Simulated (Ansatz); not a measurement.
Reaction (ligand exchange at the Si–Br bond): `S[Si]Br` + `O[SiH3]` → `[SiH3]O[Si]S` + HBr

Program: Ansatz. Geometries: PBE0-D4/def2-TZVP. ΔE: electronic, gas phase. CCSD(T)/CBS adds triple-zeta CCSD(T) − MP2 to the extrapolated MP2 energy (def2 sets, frozen cores). This one scheme is used for every species. DFT in def2-TZVPP. B3LYP here is the variant with VWN-RPA as its local correlation; programs differ in this. For Br outer-core shells are correlated without core-valence functions, which leaves a few kJ/mol of doubt a bond. Scalar relativity is left out up to krypton. Each species was taken in one conformer, which may not be the lowest.

| level | ΔE (kJ/mol) |
| --- | --- |
| r2SCAN-D4 | -1.4 |
| BHLYP-D4 | -11.6 |
| B3LYP | -5.8 |
| BHLYP | -10.1 |
| LC-ωPBE | -8.1 |
| RPA@PBE/def2-TZVPP | -14.6 |
| HF/def2-TZVPP | -14.9 |
| MP2/def2-QZVPP | -3.4 |

Task: What does CCSD(T)/CBS give? (Best estimate.)

Result: Ansatz gave: -4.7 kJ/mol. The listed levels differ from it by 3.3, -6.9, -1.1, -5.4, -3.4, -9.9, -10.2, 1.3 kJ/mol.

Largest T1 diagnostic among the species: 0.015.

In def2-TZVPP, CCSD(T) changes the Hartree–Fock value by +3.1 kJ/mol (the triples alone add +1.9 kJ/mol) and MP2 by +8.2 kJ/mol. From BLYP to BHLYP (50 % exact exchange), in def2-TZVPP and without D4, ΔE moves by −6.1 kJ/mol. Leaving LDA and LC-ωPBE aside and taking each functional with its dispersion term where it has one, the values, not all of them listed here, spread over 21.8 kJ/mol, from CAM-B3LYP-D4 to PBE-D4. LDA lies −7.2 kJ/mol from PBE without D4.
